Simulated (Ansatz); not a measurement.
Relaxed structures of Si$_{2}$H$_{3}$I, singlet (PBE0-D4/def2-TZVP; forces vanish, vibrations not checked; lower isomers may exist, and structures with a doubtful reference or unclear bonds are left out; Å). Ansatz 0.2.0; basis: def2-TZVPP; cores frozen in the correlated methods. Filled d shells of the heavier atoms are correlated. Core potentials replace the inner electrons of the atoms past krypton. The def2 sets are not built for correlating such inner shells, so the correlated values are less sure here.

Problem. Rank them by CCSD(T) energy, lowest first, and give each one's height above the lowest. Links in brackets join atoms within 1.22 times the sum of their covalent radii (1.1 for two metals). (Judge from chemistry; the value comes from the calculation.)
A.
Si₂H₃I ([SiH]1[SiH2][I]1)
```
6
angstrom
Si -0.0326 0.0120 -1.2473
Si 0.2491 0.1710 1.0636
I 1.7010 -1.6820 0.1057
H -1.1383 -0.9914 -0.9342
H -0.5678 -0.4696 2.1288
H 1.2181 1.0952 1.7093
```
B.
Si₂H₃I ([SiH2][SiH][I])
```
6
angstrom
Si -0.6697 0.3335 -0.9524
Si 0.4985 -0.0396 0.8405
I 1.9561 -1.9708 0.9677
H -1.2537 -0.8578 -1.6175
H -1.6471 1.4457 -0.8195
H 1.1159 1.0889 1.5812
```
C.
Si₂H₃I ([SiH3][Si][I])
```
6
angstrom
Si -0.6033 0.4221 -0.8303
Si 0.2476 -0.0716 1.3662
I 1.8843 -1.7040 0.4987
H -1.1420 -0.8208 -1.4509
H -1.6963 1.4368 -0.7938
H 0.4958 0.9520 -1.6855
```

Solution. The calculation gives: C (0.00 kcal/mol), A (1.16 kcal/mol), B (4.20 kcal/mol). Heights count from the lowest.

The T1 diagnostic stays at or below 0.015. The restricted Hartree–Fock reference is unstable towards an unrestricted one at one or more of these structures. A large double-excitation amplitude points to some diradical character; no triplet was computed.

For scale, one of the runs: CCSD(T)/def2-TZVPP, 176 basis functions, launched by `ansatz run in.yaml --threads 2 --pin off --events-out ev --progress --plain --max-ram 4352MiB`. Hardware: 2 CPU threads of an Arm Neoverse V1, shared host. Wall time 61 s; peak host memory 1.6 GiB.
